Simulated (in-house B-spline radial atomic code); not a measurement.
**LDA exchange-only excitations of B⁺**

Method: LDA exchange-only. Computed with an all-electron radial atomic-structure program (B-spline basis): linear response of the closed shell [He] 2s2 with the functional's adiabatic kernel; scalar-relativistic (spin-free one-electron X2C), finite nucleus, no spin-orbit coupling, no double excitations, S, P, D and F terms only.

Command:
```bash
python run_td.py task.json out
```
Settings (radii: box in bohr, nucleus in fm):
```
Z                        5
electrons                4
configuration            [He] 2s2
hamiltonian              x2c
method                   lda,
box_radius               41.61
rms_radius               2.406
intervals                77
```

Run time, properties included: 0.3 s on 1 thread of Arm Neoverse N1 (shared host).

The lowest states, in the order of their Tamm-Dancoff energies; the method's threshold (minus the highest occupied level) is 18.154 eV. Labels give the largest channel, * marks a mixed state, and oscillator strengths are full-response dipole values. Measured ¹D terms are left out, since they can mix with doubly excited terms. Semilocal kernels can invert the small singlet-triplet splittings of Rydberg terms. Energies in eV:

```json
{"state": "2s → 2p 3P", "full response": "2.765", "Tamm-Dancoff": "3.635", "oscillator strength": "-", "measured (J-weighted term)": "4.631"}
{"state": "2s → 2p 1P", "full response": "8.519", "Tamm-Dancoff": "9.134", "oscillator strength": "0.997", "measured (J-weighted term)": "9.100"}
{"state": "2s → 3s 3S", "full response": "13.788", "Tamm-Dancoff": "13.808", "oscillator strength": "-", "measured (J-weighted term)": "16.090"}
{"state": "2s → 3s 1S", "full response": "14.549", "Tamm-Dancoff": "14.567", "oscillator strength": "-", "measured (J-weighted term)": "-"}
{"state": "2s → 3p 3P", "full response": "15.017", "Tamm-Dancoff": "15.036", "oscillator strength": "-", "measured (J-weighted term)": "17.853"}
{"state": "2s → 3p 1P", "full response": "15.341", "Tamm-Dancoff": "15.365", "oscillator strength": "0.0466", "measured (J-weighted term)": "17.866"}
{"state": "2s → 3d 3D", "full response": "15.954", "Tamm-Dancoff": "15.968", "oscillator strength": "-", "measured (J-weighted term)": "18.678"}
{"state": "2s → 3d 1D", "full response": "?", "Tamm-Dancoff": "?", "oscillator strength": "-", "measured (J-weighted term)": "-"}
{"state": "2s → 4s 3S", "full response": "16.481", "Tamm-Dancoff": "16.484", "oscillator strength": "-", "measured (J-weighted term)": "-"}
{"state": "2s → 4s 1S", "full response": "?", "Tamm-Dancoff": "?", "oscillator strength": "-", "measured (J-weighted term)": "-"}
```

Question: Where does 2s → 4s 1S lie?

Answer: At 16.637 eV in full response, 16.641 eV in Tamm-Dancoff.

Question: Where does 2s → 3d 1D lie?

Answer: At 16.171 eV in full response, 16.172 eV in Tamm-Dancoff.

Question: How large is the singlet-triplet splitting of 2s → 2p (P terms) in Tamm-Dancoff?

Answer: 5.5 eV, from the unrounded values.

Question: What polarisabilities and dispersion coefficient does the method give?

Answer: Dipole 10.94 bohr³, quadrupole 32.35 bohr⁵, C6 30.07 hartree·bohr⁶ for two such species.
